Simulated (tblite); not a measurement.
Compound: C5H5NO.
SMILES with atom numbers: `[N:1]#[C:2]/[CH:3]=[CH:4]/[CH:5]=[CH:6]/[OH:7]` (hydrogens: H8 on C3; H9 on C4; H10 on C5; H11 on C6; H12 on O7)

The geometry is computed with GFN2-xTB (gas phase).

(1) What internal coordinates does the optimisation give?

Results:

(1) 
```
  bond  length (Å)
 N1≡C2       1.149
 C2–C3       1.401
 C3=C4       1.346
 C4–C5       1.429
 C5=C6       1.340
 C6–O7       1.350
 C3–H8       1.082
 C4–H9       1.083
C5–H10       1.080
C6–H11       1.085
O7–H12       0.963
```

A selection of angles:
```
    angle  degrees
 N1–C2–C3    179.6
 C2–C3–C4    122.5
 C2–C3–H8    116.0
 C4–C3–H8    121.5
 C3–C4–C5    123.7
 C3–C4–H9    119.2
 C5–C4–H9    117.1
 C4–C5–C6    122.5
C4–C5–H10    118.5
C6–C5–H10    119.0
 C5–C6–O7    121.9
C5–C6–H11    120.8
O7–C6–H11    117.3
C6–O7–H12    111.4
```

Torsions: C2–C3–C4–C5 180° (antiperiplanar); C3–C4–C5–C6 180° (antiperiplanar); C4–C5–C6–O7 180° (antiperiplanar); H12–O7–C6–C5 180° (antiperiplanar).

Of the pairs four or more bonds apart, H9···H11 is among the closest relative to their van der Waals radii: 2.44 Å, 101 % of the sum of Bondi's values. The C–C distances run from 1.340 Å (C5=C6, drawn double) to 1.429 Å (C4–C5, drawn single), a spread of 0.089 Å. O7 (enol oxygen) is bent (angle 111.4°). The 7 heavy atoms lie in one plane (0.001 Å rms).

Point group: Cs (every atom within 0.08 Å of its image). Its GFN2-xTB frequencies are all real (lowest 91 cm⁻¹). The numbers are those of one conformer (C3–C4–C5–C6 180°, C5–C6–O7–H 180°).
